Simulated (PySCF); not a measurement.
Species: C8H8O2S.
SMILES with atom numbers: `[O:1]=[S:2]1(=[O:3])[CH2:4][CH2:5][c:6]2[cH:7][cH:8][cH:9][cH:10][c:11]21` (hydrogens: H12, H13 on C4; H14, H15 on C5; H16 on C7; H17 on C8; H18 on C9; H19 on C10)

The same species was optimised twice, with GFN2-xTB and with PBE0-D3(BJ)/def2-SVP (PySCF), and the same property calculations (PySCF, gas phase) were run on both structures.

```json
{"coordinate": "S2=O3 (Å)", "GFN2-xTB": "1.437", "PBE0-D3(BJ)/def2-SVP": "1.460", "change": "+0.023"}
{"coordinate": "O1=S2 (Å)", "GFN2-xTB": "1.437", "PBE0-D3(BJ)/def2-SVP": "1.458", "change": "+0.021"}
{"coordinate": "S2–C4 (Å)", "GFN2-xTB": "1.831", "PBE0-D3(BJ)/def2-SVP": "1.811", "change": "-0.020"}
{"coordinate": "C8–C9 (Å)", "GFN2-xTB": "1.387", "PBE0-D3(BJ)/def2-SVP": "1.398", "change": "+0.011"}
{"coordinate": "C10–C11 (Å)", "GFN2-xTB": "1.377", "PBE0-D3(BJ)/def2-SVP": "1.388", "change": "+0.011"}
{"coordinate": "S2–C11 (Å)", "GFN2-xTB": "1.791", "PBE0-D3(BJ)/def2-SVP": "1.780", "change": "-0.011"}
{"coordinate": "C6–C11 (Å)", "GFN2-xTB": "1.383", "PBE0-D3(BJ)/def2-SVP": "1.393", "change": "+0.010"}
{"coordinate": "C7–C8 (Å)", "GFN2-xTB": "1.387", "PBE0-D3(BJ)/def2-SVP": "1.395", "change": "+0.008"}
{"coordinate": "C6–C7 (Å)", "GFN2-xTB": "1.386", "PBE0-D3(BJ)/def2-SVP": "1.394", "change": "+0.008"}
{"coordinate": "C4–C5 (Å)", "GFN2-xTB": "1.519", "PBE0-D3(BJ)/def2-SVP": "1.525", "change": "+0.006"}
{"coordinate": "C9–C10 (Å)", "GFN2-xTB": "1.388", "PBE0-D3(BJ)/def2-SVP": "1.394", "change": "+0.006"}
{"coordinate": "C5–C6 (Å)", "GFN2-xTB": "1.506", "PBE0-D3(BJ)/def2-SVP": "1.512", "change": "+0.006"}
{"coordinate": "O1–S2–O3 (°)", "GFN2-xTB": "117.5", "PBE0-D3(BJ)/def2-SVP": "120.4", "change": "+2.9"}
{"coordinate": "S2–C11–C10 (°)", "GFN2-xTB": "128.6", "PBE0-D3(BJ)/def2-SVP": "126.3", "change": "-2.3"}
{"coordinate": "O3–S2–C4 (°)", "GFN2-xTB": "110.2", "PBE0-D3(BJ)/def2-SVP": "108.2", "change": "-2.0"}
{"coordinate": "C5–C6–C7 (°)", "GFN2-xTB": "125.4", "PBE0-D3(BJ)/def2-SVP": "127.3", "change": "+1.9"}
{"coordinate": "S2–C11–C6 (°)", "GFN2-xTB": "108.9", "PBE0-D3(BJ)/def2-SVP": "110.4", "change": "+1.5"}
{"coordinate": "S2–C4–C5 (°)", "GFN2-xTB": "103.4", "PBE0-D3(BJ)/def2-SVP": "104.9", "change": "+1.5"}
{"coordinate": "C5–C6–C11 (°)", "GFN2-xTB": "115.7", "PBE0-D3(BJ)/def2-SVP": "114.3", "change": "-1.4"}
{"coordinate": "C4–C5–C6 (°)", "GFN2-xTB": "108.2", "PBE0-D3(BJ)/def2-SVP": "106.9", "change": "-1.3"}
```

Rotational constants: A = 1935, B = 859.1, C = 678.5 MHz (GFN2-xTB) against A = 1902, B = 861.0, C = 679.3 MHz (PBE0-D3(BJ)/def2-SVP). Point groups within 0.08 Å: C1 and C1.

On the GFN2-xTB structure: HOMO (eV) -7.75 [PBE0/pcSseg-1]; LUMO (eV) -1.16 [PBE0/pcSseg-1]; dipole (D) 5.40 [PBE0/pcSseg-1]; GIAO shielding of O1/O3 (mean) (ppm) 99.7 [PBE0/pcSseg-1]; GIAO shielding of S2 (ppm) 171.1 [PBE0/pcSseg-1]; GIAO shielding of C4 (ppm) 127.8 [PBE0/pcSseg-1]; GIAO shielding of C5 (ppm) 158.3 [PBE0/pcSseg-1]; GIAO shielding of C6 (ppm) 43.4 [PBE0/pcSseg-1]; GIAO shielding of C7 (ppm) 54.0 [PBE0/pcSseg-1]; GIAO shielding of C8 (ppm) 49.0 [PBE0/pcSseg-1]; GIAO shielding of C9 (ppm) 53.3 [PBE0/pcSseg-1].

Q: What do these properties become on the PBE0-D3(BJ)/def2-SVP structure?

A: 
| property | level | on GFN2-xTB | on PBE0-D3(BJ)/def2-SVP | change |
| --- | --- | --- | --- | --- |
| HOMO (eV) | PBE0/pcSseg-1 | -7.75 | -7.74 | +0.01 |
| LUMO (eV) | PBE0/pcSseg-1 | -1.16 | -1.22 | -0.06 |
| dipole (D) | PBE0/pcSseg-1 | 5.40 | 5.35 | -0.05 |
| energy, GFN2-xTB geometry as zero (kcal/mol) | PBE0/pcSseg-1 | 0.0 | -2.3 | -2.3 |
| GIAO shielding of O1/O3 (mean) (ppm) | PBE0/pcSseg-1 | 99.7 | 95.6 | -4.1 |
| GIAO shielding of S2 (ppm) | PBE0/pcSseg-1 | 171.1 | 166.5 | -4.6 |
| GIAO shielding of C4 (ppm) | PBE0/pcSseg-1 | 127.8 | 125.8 | -2.0 |
| GIAO shielding of C5 (ppm) | PBE0/pcSseg-1 | 158.3 | 156.5 | -1.8 |
| GIAO shielding of C6 (ppm) | PBE0/pcSseg-1 | 43.4 | 42.4 | -1.0 |
| GIAO shielding of C7 (ppm) | PBE0/pcSseg-1 | 54.0 | 52.5 | -1.5 |
| GIAO shielding of C8 (ppm) | PBE0/pcSseg-1 | 49.0 | 46.7 | -2.3 |
| GIAO shielding of C9 (ppm) | PBE0/pcSseg-1 | 53.3 | 50.2 | -3.1 |

The heavy atoms differ by 0.034 Å rms after alignment. Among bonds between heavy atoms S2=O3 changes most (+0.023 Å). Changes are differences of the printed values. Neither structure is proved a minimum here.
